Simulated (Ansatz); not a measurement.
The cluster Sr₂O₃, relaxed as a singlet with RKS PBE0-D4/def2-SVP in Ansatz, starting from the GFN2-xTB geometry. Force threshold 0.02 eV/Å.

In the def2 sets Sr takes a core potential; there is no spin–orbit coupling. The structure holds one bond between oxygen atoms, so isomers without such links may lie far lower. The structure comes from a short search, and lower isomers may exist.

Start:

| atom | x (Å) | y (Å) | z (Å) |
| --- | --- | --- | --- |
| Sr1 | -0.233 | 2.220 | 0.327 |
| Sr2 | 0.468 | -1.336 | 1.036 |
| O3 | -0.086 | -0.501 | -0.941 |
| O4 | -0.287 | -0.926 | -2.166 |
| O5 | 0.138 | 0.543 | 1.745 |

```csv
step,energy (eV),largest force component (eV/Å),SCF passes
1,-7798.7681,1.554,63
2,-7799.3138,1.796,81
3,-7799.8342,1.554,67
4,-7800.0520,1.884,46
5,-7800.6022,1.216,41
6,-7801.0631,1.178,40
7,-7801.2417,0.200,40
8,-7801.2594,0.107,35
9,-7801.2781,0.253,35
10,-7801.3234,0.239,34
11,-7801.4601,0.660,39
12,-7801.7369,0.818,39
13,-7802.0872,0.742,39
14,-7802.1494,1.106,39
15,-7802.2326,0.155,34
16,-7802.2344,0.018,34
```

Force components are those of the run's own axes.

End:

```xyz
5

Sr   -0.5861    1.5434   -0.0273
Sr    0.5994   -1.4028    0.6318
O     0.6682   -0.0058   -1.2285
O    -0.7194   -0.5303   -1.0756
O     0.0379    0.3955    1.6995
```

Bonds formed: Sr1–O4, Sr2–O4 (atoms count from 1).

No frequencies were taken in this run, so the end may be a saddle point.

It took 25 s on 4 threads of Arm Neoverse V2 on a shared host.
